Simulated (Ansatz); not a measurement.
Reactions of F$_{2}$GeH$_{4}$Si, SMILES `[F][GeH]([F])[SiH3]`.

Gas-phase electronic energies from Ansatz, PBE0-D4/def2-TZVP geometries. CCSD(T)/CBS adds triple-zeta CCSD(T) − MP2 to the extrapolated MP2 energy (def2 sets, frozen cores). This one scheme is used for every species, atoms too. For atomizations the MP2-based limit and the directly extrapolated one differ by several kJ/mol either way, and by 10 to 25 for some Ge, Se and Sn compounds, so smaller differences from it don't rank the levels. Functionals use def2-TZVPP. B3LYP here is the variant with VWN-RPA as its local correlation; programs differ in this. Open shells (•) are unrestricted, without spin–orbit coupling. Spin–orbit coupling would lower the free atoms: a little for F, Si; clearly for Ge. For Ga, Ge outer-core shells are correlated without core-valence functions, so the limit isn't a true one: a few kJ/mol of doubt a bond, and 10 to 20 or more in all where bonds break to atoms. Scalar relativity is left out up to krypton. Each species was taken in one conformer, which may not be the lowest.

```json
{"reaction": "`[F][GeH]([F])[SiH3]` + `N[SiH2][GaH2]` → `[SiH3]N[SiH2][GaH2]` + `[F][GeH2][F]`", "ωB97M-V (kcal/mol)": "-12.4", "B3LYP-D4 (kcal/mol)": "-11.0", "B2PLYP (kcal/mol)": "-11.3", "PBE0-D4 (kcal/mol)": "-10.5"}
{"reaction": "`[F][GeH]([F])[SiH3]` + HCl → `[F][GeH]([F])[Cl]` + SiH₄", "ωB97M-V (kcal/mol)": "-15.2", "B3LYP-D4 (kcal/mol)": "-13.9", "B2PLYP (kcal/mol)": "-15.4", "PBE0-D4 (kcal/mol)": "-13.1"}
{"reaction": "`[F][GeH]([F])[SiH3]` + CH₃OH → `C[O][GeH]([F])[F]` + SiH₄", "ωB97M-V (kcal/mol)": "-9.2", "B3LYP-D4 (kcal/mol)": "-8.2", "B2PLYP (kcal/mol)": "-10.0", "PBE0-D4 (kcal/mol)": "-5.9"}
{"reaction": "`[F][GeH]([F])[SiH3]` + `NC(N)S` → `NC(S)N[SiH3]` + `[F][GeH2][F]`", "ωB97M-V (kcal/mol)": "-8.3", "B3LYP-D4 (kcal/mol)": "-7.5", "B2PLYP (kcal/mol)": "-8.1", "PBE0-D4 (kcal/mol)": "-5.7"}
{"reaction": "`[F][GeH]([F])[SiH3]` + `N=CCS` → `N=C([SiH3])CS` + `[F][GeH2][F]`", "ωB97M-V (kcal/mol)": "5.7", "B3LYP-D4 (kcal/mol)": "6.8", "B2PLYP (kcal/mol)": "6.5", "PBE0-D4 (kcal/mol)": "7.2"}
{"reaction": "`[F][GeH]([F])[SiH3]` → `[F][GeH][F]`• + `[SiH3]`•", "ωB97M-V (kcal/mol)": "75.2", "B3LYP-D4 (kcal/mol)": "71.7", "B2PLYP (kcal/mol)": "72.2", "PBE0-D4 (kcal/mol)": "73.4"}
{"reaction": "`[F][GeH]([F])[SiH3]` + CH₄ → `[CH3][GeH]([F])[SiH3]` + H–F", "ωB97M-V (kcal/mol)": "20.3", "B3LYP-D4 (kcal/mol)": "21.2", "B2PLYP (kcal/mol)": "21.5", "PBE0-D4 (kcal/mol)": "18.3"}
{"reaction": "`[F][GeH]([F])[SiH3]` + `N[SiH](O)F` → `O[SiH](F)N[SiH3]` + `[F][GeH2][F]`", "ωB97M-V (kcal/mol)": "-9.1", "B3LYP-D4 (kcal/mol)": "-7.9", "B2PLYP (kcal/mol)": "-8.8", "PBE0-D4 (kcal/mol)": "-6.2"}
{"reaction": "`[F][GeH]([F])[SiH3]` + H₂ → `[F][GeH2][SiH3]` + H–F", "ωB97M-V (kcal/mol)": "13.1", "B3LYP-D4 (kcal/mol)": "13.6", "B2PLYP (kcal/mol)": "13.4", "PBE0-D4 (kcal/mol)": "11.1"}
{"reaction": "`[F][GeH]([F])[SiH3]` → 2 F• + Ge• + 4 H• + Si•", "ωB97M-V (kcal/mol)": "590.0", "B3LYP-D4 (kcal/mol)": "588.1", "B2PLYP (kcal/mol)": "584.9", "PBE0-D4 (kcal/mol)": "581.7"}
```

Q: Give the CCSD(T)/CBS values in the same order. (Best estimate.)

A: Ansatz gave: -12.8, -14.0, -9.1, -8.0, 5.9, 78.8, 17.8, -8.9, 11.6, 596.2 kcal/mol.

Largest T1 diagnostic: 0.015, for `[F][GeH][F]`•.
